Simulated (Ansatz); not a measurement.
Consider the formal exchange of groups at the Se–C bond: `C/C=C(\F)[SeH]` + `C1[SiH2]S1` → `[SeH][SiH]1CS1` + `C/C=C\F`.

Gas-phase electronic energies from Ansatz, PBE0-D4/def2-TZVP geometries. CCSD(T)/CBS adds triple-zeta CCSD(T) − MP2 to the extrapolated MP2 energy (def2 sets, frozen cores). Double bonds are as drawn, so ΔE can hold a change between cis and trans. Functionals use def2-TZVPP. B3LYP here is the variant with VWN-RPA as its local correlation; programs differ in this. For Se outer-core shells are correlated without core-valence functions, which leaves a few kJ/mol of doubt a bond. Scalar relativity is left out up to krypton. Each species was taken in one conformer, which may not be the lowest.

Q: Is it downhill or uphill in electronic energy at CCSD(T)/CBS, and by how much? (An estimate is asked.)

A: Ansatz gave: Downhill: ΔE = -113.2 kJ/mol.

Q: What do these levels give: r2SCAN-D4, B3LYP-D4, ωB97M-V, B2PLYP, CCSD/def2-TZVPP, CCSD(T)/def2-TZVPP? (Best estimate.)

A: The calculation gave: r2SCAN-D4 -110.7, B3LYP-D4 -109.6, ωB97M-V -109.5, B2PLYP -109.0, CCSD/def2-TZVPP -109.2, CCSD(T)/def2-TZVPP -107.6 kJ/mol.

Largest T1 diagnostic among the species: 0.012.

From PBE to PBE0 (25 % exact exchange), in def2-TZVPP and without D4, ΔE moves by −5.2 kJ/mol. In def2-TZVPP, CCSD(T) changes the Hartree–Fock value by +9.6 kJ/mol (the triples alone add +1.6 kJ/mol) and MP2 by +6.9 kJ/mol.
